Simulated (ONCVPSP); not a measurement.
What one change does to a pseudopotential (Cu (Z = 29), ONCV)

ONCVPSP 4.0.1 input, shortened (lines: element, Z, core and valence counts, functional; n l f; lmax; l rc ep ncon nbas qcut; lloc lpopt rc5 dvloc0; l nproj debl; icmod fcfact rcfact), LDA (Perdew-Wang 92), scalar-relativistic:

```
  Cu 29.00    3    3  -001012      upf
    1    0    2.00
    2    0    2.00
    2    1    6.00
    3    0    2.00
    3    1    6.00
    3    2    9.00
    3
    0    1.00    0.00    5    9   15.80
    1    1.20    0.00    4    7    9.50
    2    0.95    0.00    4    8   16.90
    3    1.10    0.17    4    7    8.80
    4    3    0.80   -1.00
    0    2    0.40
    1    3    1.80
    2    2    3.60
    3    1    2.30
    2    0.65    0.75
```

In the s channel the program set the typed energies aside and used -5.137, 0.250 Ha. In the p channel the program set the typed energies aside and used -3.586, 0.250, 2.050 Ha.

Change: local potential polynomial inside 0.80 bohr (lpopt 3, dvloc0 3 Ha).

Cutoffs: the cutoffs (Ha) at which the residual kinetic energy of the hardest occupied pseudo-wave falls to 1 and 0.1 mHa per electron; they do not see the model core or the augmentation charge, which bear on the density cutoff. Errors are all-electron minus pseudo energies relative to the spin-unpolarised reference configuration.

Problem. What does the change do?

Solution. The potential gets neither clearly harder nor softer (109 Ha and 122 Ha → 109 Ha and 122 Ha); of the 4 tests that both files solve, the error grows in 2 and shrinks in 0 by more than 15 % and 0.3 meV (median size 1.4 → 2.1 meV); neither file shows a bound ghost.

| quantity | base | changed |
| --- | --- | --- |
| cutoff, loose | 109 Ha | 109 Ha |
| cutoff, tight | 122 Ha | 122 Ha |
| bound ghosts | none | none |
| GHOST(+) flags under 300 eV | none | none |
| error for 3s2 3p6 3d10 4s1, meV [ΔE -30.12 eV] | +0.6 | +2.4 |
| error for 3s2 3p6 3d10, meV [ΔE -21.69 eV] | +1.8 | +1.8 |
| error for 3s2 3p6 3d8, meV [ΔE 39.37 eV] | +1.0 | +1.0 |
| error for 3s1 3p6 3d10 4s1, meV [ΔE 91.61 eV] | +5.9 | -21 |
| s: phases at 1.01 bohr within 0.05 rad from the reference energy up to (Ha; the scan ends near 5) | to the end of the scan | to the end of the scan |
| p: phases at 1.21 bohr within 0.05 rad from the reference energy up to (Ha; the scan ends near 5) | to the end of the scan | to the end of the scan |
| d: phases at 0.96 bohr within 0.05 rad from the reference energy up to (Ha; the scan ends near 5) | to the end of the scan | to the end of the scan |
| f: phases at 1.12 bohr within 0.05 rad from the reference energy up to (Ha; the scan ends near 5) | to the end of the scan | to the end of the scan |
| rms error of d²Exc/dni dnj with the model core, mHa | 1.60 | 1.59 |
